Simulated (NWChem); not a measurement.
System: C3H5N2 cation; SMILES c1c[nH][nH+]c1

The following NWChem deck was run.

```
start job
memory heap 200 mb stack 700 mb global 900 mb
charge 1
geometry units angstroms noautosym nocenter noautoz
  C      0.000000     0.000000    -1.237881
  C      0.000000    -1.108391    -0.397310
  N      0.000000    -0.666980     0.865965
  N      0.000000     0.666980     0.865965
  C      0.000000     1.108391    -0.397310
  H      0.000000     0.000000    -2.325420
  H      0.000000    -2.175296    -0.618064
  H      0.000000    -1.201422     1.732132
  H      0.000000     1.201422     1.732132
  H      0.000000     2.175296    -0.618064
end
basis spherical
  C library def2-svp
  N library def2-svp
  H library def2-svp
end
dft
  xc m05-2x
  iterations 150
end
cosmo
  do_cosmo_smd true
  solvent meg
end
task dft energy
```

Excerpt of the output:

```
             Northwest Computational Chemistry Package (NWChem) 7.3.0
             --------------------------------------------------------

                             Geometry "geometry" -> ""
                             -------------------------

 Output coordinates in angstroms (scale by  1.889725989 to convert to a.u.)

  No.       Tag          Charge          X              Y              Z
 ---- ---------------- ---------- -------------- -------------- --------------
    1 C                    6.0000     0.00000000     0.00000000    -1.23788100
    2 C                    6.0000     0.00000000    -1.10839100    -0.39731000
    3 N                    7.0000     0.00000000    -0.66698000     0.86596500
    4 N                    7.0000     0.00000000     0.66698000     0.86596500
    5 C                    6.0000     0.00000000     1.10839100    -0.39731000
    6 H                    1.0000     0.00000000     0.00000000    -2.32542000
    7 H                    1.0000     0.00000000    -2.17529600    -0.61806400
    8 H                    1.0000     0.00000000    -1.20142200     1.73213200
    9 H                    1.0000     0.00000000     1.20142200     1.73213200
   10 H                    1.0000     0.00000000     2.17529600    -0.61806400

 Effective nuclear repulsion energy (a.u.)     173.1107511823

                                 NWChem DFT Module
                                 -----------------

 Summary of "ao basis" -> "ao basis" (spherical)
 ------------------------------------------------------------------------------
       Tag                 Description            Shells   Functions and Types
 ---------------- ------------------------------  ------  ---------------------
 C                          def2-svp                 6       14   3s2p1d
 N                          def2-svp                 6       14   3s2p1d
 H                          def2-svp                 3        5   2s1p

 in cosmo_initialize ...
 calling solv_data for solv:meg

 solvent parameters
 solvname_short: meg
 solvname_long:  1,2-ethanediol
 dielec:       40.2450
 dielecinf:     2.0501
 nonaqueous SMD model solvent descriptors
 dielec:       40.2450
 sola:          0.5800
 solb:          0.7800
 solc:          0.0000
 solg:         69.0700
 solh:          0.0000
 soln:          1.4318

          ---------------
          -cosmo- solvent
          ---------------
 Cosmo: York-Karplus, doi: 10.1021/jp992097l
 dielectric constant -eps-     =  40.24
 screen = (eps-1)/(eps    )    =   0.97515
 surface charge correction     = lagrangian

   van der Waals surface
 --------------------------

 ---------- ATOMIC COORDINATES (A.U.) ------------ VDWR(ANG.) --
     1    0.00000000    0.00000000   -2.33925590     1.850
     2    0.00000000   -2.09455528   -0.75080703     1.850
     3    0.00000000   -1.26040944    1.63643657     1.890
     4    0.00000000    1.26040944    1.63643657     1.890
     5    0.00000000    2.09455528   -0.75080703     1.850
     6    0.00000000    0.00000000   -4.39440661     1.200
     7    0.00000000   -4.11071338   -1.16797160     1.200
     8    0.00000000   -2.27035838    3.27325486     1.200
     9    0.00000000    2.27035838    3.27325486     1.200
    10    0.00000000    4.11071338   -1.16797160     1.200
 number of segments per atom =        128
 number of   points per atom =        128
 atom (   nspa,  nppa )
 ----------------------
    1 (     48,     0 )       0
    2 (     48,     0 )       0
    3 (     52,     0 )       0
    4 (     52,     0 )       0
    5 (     48,     0 )       0
    6 (     48,     0 )       0
    7 (     52,     0 )       0
    8 (     46,     0 )       0
    9 (     46,     0 )       0
   10 (     52,     0 )       0
 number of -cosmo- surface points =      492
 molecular surface =     97.697 angstrom**2
 molecular volume  =     78.761 angstrom**3
 -lineq- algorithm             =   0
 -bem- low  level              =   3
 -bem- from -octahedral-
 gaussian surface charge width =   4.50000
 degree of switching           =   1.00000
 switching function tolerance  =   0.00010
 atomic radii =
 --------------
    1  6.000  1.850
    2  6.000  1.850
    3  7.000  1.890
    4  7.000  1.890
    5  6.000  1.850
    6  1.000  1.200
    7  1.000  1.200
    8  1.000  1.200
    9  1.000  1.200
   10  1.000  1.200
 ...... end of -cosmo- initialization ......

 nat:                    10
 ixmem:                  5529
 calling mnsol_interface()
 G(SMD-CDS) energy (kcal/mol)  =     3.498
 SMD-CDS SASA (angstrom**2)    =   123.625

            General Information
            -------------------
          SCF calculation type: DFT
          Wavefunction type:  closed shell.
          No. of atoms     :    10
          No. of electrons :    36
           Alpha electrons :    18
            Beta electrons :    18
          Charge           :     1
          Spin multiplicity:     1
          Use of symmetry is: off; symmetry adaption is: off
          Maximum number of iterations: 150
          AO basis - number of functions:    95
                     number of shells:    45
          Convergence on energy requested:  1.00D-06
          Convergence on density requested:  1.00D-05
          Convergence on gradient requested:  5.00D-04

              XC Information
              --------------
                       M05-2X Method XC Functional
                     Hartree-Fock (Exact) Exchange  0.560
                M05-2X metaGGA Exchange Functional  0.440
                      M05-2X Correlation Potential  1.000

             Grid Information
             ----------------
          Grid used for XC integration:  medium
          Radial quadrature: Mura-Knowles
          Angular quadrature: Lebedev.
          Tag              B.-S. Rad. Rad. Pts. Rad. Cut. Ang. Pts.
          ---              ---------- --------- --------- ---------
          C                   0.70       49          10.0       434
          N                   0.65       49          10.0       434
          H                   0.35       45          11.0       434
          Grid pruning is: on
          Number of quadrature shells:   470
          Spatial weights used:  Erf1

      Superposition of Atomic Density Guess
      -------------------------------------

 Sum of atomic energies:        -223.85918981

 Renormalizing density from      37.00 to     36

      Non-variational initial energy
      ------------------------------

 Total energy =    -223.228451
 1-e energy   =    -626.639894
 2-e energy   =     230.300691
 HOMO         =      -0.629984
 LUMO         =      -0.316103

   convergence    iter        energy       DeltaE   RMS-Dens  Diis-err
 ---------------- ----- ----------------- --------- --------- ---------
     COSMO gas phase
 d= 0,ls=0.0,diis     1   -226.2723635325 -3.99D+02  9.19D-03  6.75D-01
 d= 0,ls=0.0,diis     2   -226.3224514316 -5.01D-02  3.77D-03  2.56D-01
 d= 0,ls=0.0,diis     3   -226.3522340918 -2.98D-02  8.64D-04  1.03D-02
 d= 0,ls=0.0,diis     4   -226.3533878931 -1.15D-03  2.38D-04  1.19D-03
 d= 0,ls=0.0,diis     5   -226.3535225988 -1.35D-04  6.32D-05  5.26D-05
  Resetting Diis
 d= 0,ls=0.0,diis     6   -226.3535271969 -4.60D-06  2.37D-05  1.67D-05
 d= 0,ls=0.0,diis     7   -226.3535290401 -1.84D-06  3.18D-06  8.05D-08
 d= 0,ls=0.0,diis     8   -226.3535290429 -2.75D-09  1.61D-06  6.00D-08

   convergence    iter        energy       DeltaE   RMS-Dens  Diis-err
 ---------------- ----- ----------------- --------- --------- ---------
     COSMO solvation phase
 d= 0,ls=0.0,diis     1   -226.4518561732 -9.83D-02  1.80D-03  4.93D-03
 d= 0,ls=0.0,diis     2   -226.4531180988 -1.26D-03  3.77D-04  2.16D-03
 d= 0,ls=0.0,diis     3   -226.4533193031 -2.01D-04  1.99D-04  4.40D-04
 d= 0,ls=0.0,diis     4   -226.4533736100 -5.43D-05  4.43D-05  2.76D-05
 d= 0,ls=0.0,diis     5   -226.4533775135 -3.90D-06  1.39D-05  1.89D-06
 d= 0,ls=0.0,diis     6   -226.4533769526  5.61D-07  3.50D-06  1.78D-07

         Total DFT energy =     -226.453376952588
      One electron energy =     -631.965048905869
           Coulomb energy =      270.699066370695
    Exchange-Corr. energy =      -31.592923890007
 Nuclear repulsion energy =      173.110751182258

             COSMO energy =       -6.705221709665

 Numeric. integr. density =       36.000001669267

                                COSMO-SMD solvation results
                                ---------------------------

             internal energy in gas <Psi(g)|H|Psi(g)> =      -226.353529042888
         internal energy in solvent <Psi(s)|H|Psi(s)> =      -226.351469781615
                               delta internal energy  =         0.002059261273 (    1.29 kcal/mol)
   total free energy in solvent <Psi(s)|H+V/2|Psi(s)> =      -226.458950582020
 polarization energy contribution <Psi(s)|V/2|Psi(s)> =        -0.107480800405 (  -67.45 kcal/mol)
    total free energy in solvent including G(SMD-CDS) =      -226.453376952588
                       G(SMD-CDS) energy contribution =         0.005573629433 (    3.50 kcal/mol)
     1 M fixed-concentration free energy of solvation =        -0.099847909699 (  -62.66 kcal/mol)

                       DFT Final Molecular Orbital Analysis
                       ------------------------------------

 Vector   16  Occ=2.000000D+00  E=-5.127794D-01
              MO Center= -6.7D-11, -9.9D-09, -6.1D-01, r^2= 2.6D+00
   Bfn.  Coefficient  Atom+Function         Bfn.  Coefficient  Atom+Function
  ----- ------------  ---------------      ----- ------------  ---------------
     5      0.363584   1 C  py               19     -0.330215   2 C  py
    61     -0.330215   5 C  py               76      0.230905   7 H  s
    91     -0.230905  10 H  s                31     -0.140366   3 N  s
    45      0.140366   4 N  s                20      0.136731   2 C  pz
    62     -0.136731   5 C  pz                8      0.119538   1 C  py

 Vector   17  Occ=2.000000D+00  E=-3.929783D-01
              MO Center=  3.3D-09,  1.7D-08,  3.3D-01, r^2= 2.0D+00
   Bfn.  Coefficient  Atom+Function         Bfn.  Coefficient  Atom+Function
  ----- ------------  ---------------      ----- ------------  ---------------
    32      0.350192   3 N  px               46     -0.350192   4 N  px
    18     -0.292534   2 C  px               60      0.292534   5 C  px
    35     -0.277124   3 N  px               49      0.277124   4 N  px
    21     -0.187187   2 C  px               63      0.187187   5 C  px

 Vector   18  Occ=2.000000D+00  E=-3.650743D-01
              MO Center=  1.2D-09, -1.4D-08, -5.6D-01, r^2= 2.1D+00
   Bfn.  Coefficient  Atom+Function         Bfn.  Coefficient  Atom+Function
  ----- ------------  ---------------      ----- ------------  ---------------
     4      0.414899   1 C  px                7      0.287008   1 C  px
    18      0.231778   2 C  px               60      0.231778   5 C  px
    32      0.224484   3 N  px               46      0.224484   4 N  px
    35     -0.185628   3 N  px               49     -0.185628   4 N  px
    21      0.151390   2 C  px               63      0.151390   5 C  px

 Vector   19  Occ=0.000000D+00  E=-4.495472D-03
              MO Center=  5.2D-11,  3.6D-09,  9.3D-02, r^2= 2.6D+00
   Bfn.  Coefficient  Atom+Function         Bfn.  Coefficient  Atom+Function
  ----- ------------  ---------------      ----- ------------  ---------------
    21      0.436386   2 C  px               35     -0.437863   3 N  px
    49      0.437863   4 N  px               63     -0.436386   5 C  px
    32      0.350606   3 N  px               46     -0.350606   4 N  px
    18      0.342219   2 C  px               60     -0.342219   5 C  px
    10     -0.031279   1 C  d -2

 Vector   20  Occ=0.000000D+00  E= 7.267096D-02
              MO Center= -1.4D-09, -5.5D-10, -7.5D-01, r^2= 2.6D+00
   Bfn.  Coefficient  Atom+Function         Bfn.  Coefficient  Atom+Function
  ----- ------------  ---------------      ----- ------------  ---------------
     7      0.773152   1 C  px               21     -0.565158   2 C  px
    63     -0.565158   5 C  px                4      0.431735   1 C  px
    18     -0.332248   2 C  px               60     -0.332248   5 C  px
    35      0.176446   3 N  px               49      0.176446   4 N  px
    32     -0.113297   3 N  px               46     -0.113297   4 N  px

 Vector   21  Occ=0.000000D+00  E= 9.808218D-02
              MO Center= -8.4D-10,  5.4D-08,  1.1D+00, r^2= 6.7D+00
   Bfn.  Coefficient  Atom+Function         Bfn.  Coefficient  Atom+Function
  ----- ------------  ---------------      ----- ------------  ---------------
    82      0.833517   8 H  s                87      0.833517   9 H  s
    31     -0.652514   3 N  s                45     -0.652514   4 N  s
    77      0.607143   7 H  s                92      0.607143  10 H  s
    72      0.484537   6 H  s                 3     -0.478227   1 C  s
    17     -0.290075   2 C  s                59     -0.290075   5 C  s

     Multipole analysis of the density
     ---------------------------------

     L   x y z        total         alpha         beta         nuclear
     -   - - -        -----         -----         ----         -------
     0   0 0 0      1.000000    -18.000000    -18.000000     37.000000

     1   1 0 0     -0.000000     -0.000000     -0.000000      0.000000
     1   0 1 0      0.000000      0.000000      0.000000      0.000000
     1   0 0 1      1.379731      0.849340      0.849340     -0.318948

     2   2 0 0    -22.595139    -11.297570    -11.297570      0.000000
     2   1 1 0     -0.000000     -0.000000     -0.000000      0.000000
     2   1 0 1     -0.000000     -0.000000     -0.000000      0.000000
     2   0 2 0    -10.945774    -64.968773    -64.968773    118.991773
     2   0 1 1      0.000000      0.000000      0.000000      0.000000
     2   0 0 2    -10.607338    -65.581523    -65.581523    120.555708
```

Level: M05-2X/def2-SVP, SMD on the gas-phase geometry. All runs use the structure optimised with PBE0/def2-SVP. Solvent: ethylene glycol.
